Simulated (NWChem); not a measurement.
neopentane (C$_{5}$H$_{12}$); SMILES CC(C)(C)C

### Question
Give the equilibrium geometry at PBE0/def2-SVP (NWChem) as an XYZ file, with the point group.

### Answer
point group Td; any orientation.
```
17

C     -1.0858    -0.0467     1.0788
C     -0.0001     0.0001     0.0000
C      1.3782    -0.1108     0.6579
C     -0.0960     1.3237    -0.7639
C     -0.1965    -1.1661    -0.9728
H     -0.9707     0.7822     1.7958
H     -2.0916     0.0312     0.6352
H     -1.0423    -0.9899     1.6471
H      2.1825    -0.0801    -0.0948
H      1.5497     0.7166     1.3654
H      1.4781    -1.0554     1.2167
H      0.0416     2.1840    -0.0891
H     -1.0791     1.4329    -1.2496
H      0.6746     1.3871    -1.5491
H     -1.1818    -1.1140    -1.4635
H     -0.1327    -2.1348    -0.4512
H      0.5719    -1.1598    -1.7628
```
